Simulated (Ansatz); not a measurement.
Mulliken charges of Cl₂FGeH₃OSi, SMILES `F[Si](Cl)(Cl)[O][GeH3]` from B3LYP/def2-TZVPP in Ansatz (PBE0-D4/def2-TZVP geometry).

```csv
atom,x (Å),y (Å),z (Å),charge (e)
F1,-2.453,-0.514,-1.349,-0.280
Si2,-0.893,-0.432,-1.141,0.803
Cl3,-0.148,0.837,-2.538,-0.216
Cl4,-0.128,-2.283,-1.460,-0.216
O5,-0.595,0.081,0.336,-0.430
Ge6,0.826,0.491,1.347,0.305
H7,1.717,-0.755,1.406,0.010
H8,1.532,1.675,0.675,0.011
H9,0.230,0.855,2.707,0.012
```

By hand: the dipole of these point charges (1 e Å = 4.8032 D).

Σ q r = (0.574, 0.245, 0.645) e Å, of length 0.898 e Å = 4.31 D.

How does the dipole of the full density compare? (Estimate.)

The calculation gave: (0.419, 0.161, 0.425) e Å, 2.97 D; the point charges give 1.45 times that, at 3° from its direction.

Point charges leave out the atoms' own dipoles, such as those of lone pairs, and Mulliken's split depends on the basis, so the two needn't agree.

B3LYP here is the variant with VWN-RPA as its local correlation; programs differ in this.
